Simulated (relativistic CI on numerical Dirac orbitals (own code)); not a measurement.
# Hyperfine structure of Tb19+, mass number 157

Method of calculation: Dirac-Coulomb-Breit CI, KLI orbitals optimised for each configuration, model QED, unscaled Slater integrals (own radial code, finite nucleus).

CI space (outside the closed core [Ar] 3d10): 4s2 4p6 4d10, 4s2 4p6 4d9 4f, 4s2 4p5 4d10 4f, 4s2 4p6 4d9 5s, 4s2 4p6 4d9 5p, 4s 4p6 4d10 4f, 4s2 4p6 4d9 5d, 4s2 4p5 4d10 5s, 4s2 4p6 4d9 5f. Double excitations out of closed p, d and f shells are left out; levels of such configurations are missing from the list, as are those of other unlisted configurations, and high levels can miss mixing partners.

Nuclear spin I = 3/2, μ = 2.03 μN, Q = 1.4 b (tables of Stone and Pyykkö). The electronic factors are computed for point nuclear moments, without core polarisation or the Bohr-Weisskopf and QED corrections.

```json
{"Level": "4s2 4p6 4d9 4f 3P°_1", "E (eV)": "145.329", "A (MHz)": "923.7", "B (MHz)": "1460"}
{"Level": "4s2 4p6 4d9 4f 3P°_2", "E (eV)": "147.719", "A (MHz)": "335.9", "B (MHz)": "2490"}
{"Level": "4s2 4p6 4d9 4f 3H°_6", "E (eV)": "149.541", "A (MHz)": "3618", "B (MHz)": "-10800"}
{"Level": "4s2 4p6 4d9 4f 3H°_5", "E (eV)": "149.549", "A (MHz)": "4710", "B (MHz)": "-11000"}
{"Level": "4s2 4p6 4d9 4f 3F°_3", "E (eV)": "151.684", "A (MHz)": "4063", "B (MHz)": "1890"}
{"Level": "4s2 4p6 4d9 4f 3F°_4", "E (eV)": "153.076", "A (MHz)": "3603", "B (MHz)": "3270"}
{"Level": "4s2 4p6 4d9 4f 3G°_5", "E (eV)": "154.533", "A (MHz)": "3683", "B (MHz)": "-5120"}
{"Level": "4s2 4p6 4d9 4f 3D°_1", "E (eV)": "154.657", "A (MHz)": "-2377", "B (MHz)": "1800"}
```

Levels with J = 0, under 50 % of one LS term, or S terms without an open s electron are left out. Small factors come from cancelling terms and can be off by tens of per cent or more.

At this charge energies of transitions that change n are usually good to better than 1 %, and those within a shell (Δn = 0) to a few per cent.

Give the hyperfine levels of 4s2 4p6 4d9 4f 3H°_6 relative to its centre of gravity.

With K = F(F + 1) − I(I + 1) − J(J + 1), E = AK/2 + B[¾K(K + 1) − I(I + 1)J(J + 1)]/[2I(2I − 1)J(2J − 1)]: F = 9/2: -42300, F = 11/2: -15630, F = 13/2: 9491, F = 15/2: 29860 MHz.

LS names give the leading component of a level, which can be under half, so a name can repeat, a term be missing and a line seem to break the LS rules.
